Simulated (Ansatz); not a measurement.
Consider the redistribution: `[SiH3][NH][GaH][SiH3]` + `[CH3][AlH2]` → `[CH3][GaH][SiH3]` + `[AlH2][NH][SiH3]`.

Program: Ansatz. Geometries: PBE0-D4/def2-TZVP. ΔE: electronic, gas phase. CBS: MP2 limit from def2 TZ/QZ plus the TZ coupled-cluster correction, frozen cores. This one scheme is used for every species. DFT in def2-TZVPP. For Ga outer-core shells are correlated without core-valence functions, which leaves a few kJ/mol of doubt a bond. Scalar relativity is left out up to krypton. Each species was taken in one conformer, which may not be the lowest.

`[SiH3][NH][GaH][SiH3]`:

```xyz
12

Si    1.040    2.144   -0.912
N     0.052    0.777   -0.553
Ga    0.357   -0.565    0.665
Si   -1.319   -2.282    0.828
H     1.479    2.165   -2.337
H     0.334    3.432   -0.657
H     2.238    2.067   -0.038
H    -0.809    0.698   -1.076
H     1.693   -0.436    1.471
H    -2.443   -2.040   -0.119
H    -0.739   -3.619    0.521
H    -1.883   -2.342    2.206
```

`[CH3][AlH2]`:

Z-matrix (Å, degrees):
```
C
Al 1 1.950
H 1 1.093 2 112.5
H 1 1.093 2 112.6 3 123.1
H 1 1.097 2 109.5 3 -118.4
H 2 1.590 1 120.6 3 29.8
H 2 1.590 1 120.6 3 -151.5
```

`[CH3][GaH][SiH3]`:

Z-matrix (Å, degrees):
```
C
Ga 1 1.971
H 1 1.094 2 109.2
H 1 1.090 2 113.1 3 120.9
H 1 1.093 2 110.1 3 -116.9
Si 2 2.419 1 120.8 3 -114.8
H 2 1.578 1 118.1 3 64.8
H 6 1.492 2 110.2 1 -59.4
H 6 1.492 2 110.2 1 58.1
H 6 1.489 2 114.2 1 179.3
```

`[AlH2][NH][SiH3]`:

Z-matrix (Å, degrees):
```
Si
N 1 1.727
H 1 1.490 2 112.2
H 1 1.485 2 107.4 3 -119.7
H 1 1.490 2 112.2 3 120.6
Al 2 1.782 1 129.3 3 119.7
H 2 1.012 1 114.6 3 -60.3
H 6 1.583 2 117.4 1 180.0
H 6 1.580 2 118.1 1 0.0
```

```tsv
level	ΔE (eV)
r2SCAN-D4	-0.33
B2PLYP	-0.34
```

Q: What does CCSD(T)/CBS give? (Estimate.)

A: Computed: -0.32 eV. The listed levels differ from it by -0.01, -0.02 eV.

Largest T1 diagnostic among the species: 0.014.

In def2-TZVPP, CCSD(T) changes the Hartree–Fock value by +0.04 eV (the triples alone add +0.01 eV) and MP2 by +0.03 eV.
